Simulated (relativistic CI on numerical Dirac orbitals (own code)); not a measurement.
Transition arrays of Nb²¹⁺

Calculated at this level of theory: Dirac-Coulomb-Breit CI, orbitals from a KLI potential per configuration, a model potential for QED, valence Slater integrals scaled by 0.9, whole transition arrays (own radial code, finite nucleus).

Configurations in the expansion (outside the closed core [Ne] 3s2): 3p6 3d2, 3p6 3d 4f, 3p5 3d3, 3p6 3d 4p, 3p6 3d 5f. Levels of other configurations are missing.

All E1 lines from the levels of 3p6 3d2; mean and standard deviation are weighted by gf, and upper levels are sorted by their leading configuration.

| Upper configuration | Lines | Σgf | Mean (eV) | Mean (nm) | σ (eV) | Strongest line (nm) |
| --- | --- | --- | --- | --- | --- | --- |
| 3p6 3d 4f | 81 | 74.3 | 507.66 | 2.442 | 3.83 | 2.439 |
| 3p5 3d3 | 466 | 71.4 | 162.25 | 7.641 | 11.48 | 7.343 |
| 3p6 3d 4p | 60 | 3.2 | 409.24 | 3.030 | 3.69 | 3.034 |
| 3p6 3d 5f | 81 | 20.4 | 661.91 | 1.873 | 4.03 | 1.878 |

Σgf per state of the lower configuration in bins of 0.2 nm over the central range (centre: value): 1.9: 0.45, 2.5: 1.65, 3.1: 0.06, 7.1: 0.26, 7.3: 0.39, 7.5: 0.28, 7.7: 0.18, 7.9: 0.10, 8.1: 0.12, 8.3: 0.07, 8.5: 0.03, 8.7: 0.05.

(1) How do configuration mixing and the scaling of the Slater integrals move the arrays?

Results:

(1) Slater scale 0.9, no configuration mixing: 3p6 3d 4f 507.4 ± 3.8 eV (Σgf 69.4), 3p5 3d3 162.3 ± 11.4 eV (Σgf 73.6), 3p6 3d 4p 409.3 ± 3.6 eV (Σgf 3.6), 3p6 3d 5f 661.8 ± 4.0 eV (Σgf 17.2); Slater scale 1: 3p6 3d 4f 508.0 ± 4.2 eV (Σgf 75.0), 3p5 3d3 165.2 ± 12.2 eV (Σgf 72.3), 3p6 3d 4p 409.3 ± 4.0 eV (Σgf 3.1), 3p6 3d 5f 662.0 ± 4.4 eV (Σgf 20.6); Slater scale 0.8: 3p6 3d 4f 507.4 ± 3.5 eV (Σgf 73.6), 3p5 3d3 159.4 ± 10.8 eV (Σgf 70.4), 3p6 3d 4p 409.2 ± 3.4 eV (Σgf 3.2), 3p6 3d 5f 661.8 ± 3.7 eV (Σgf 20.1). With mixing, levels are counted to their leading configuration, so an array can shrink or vanish into another, and the sums then hold other lines.
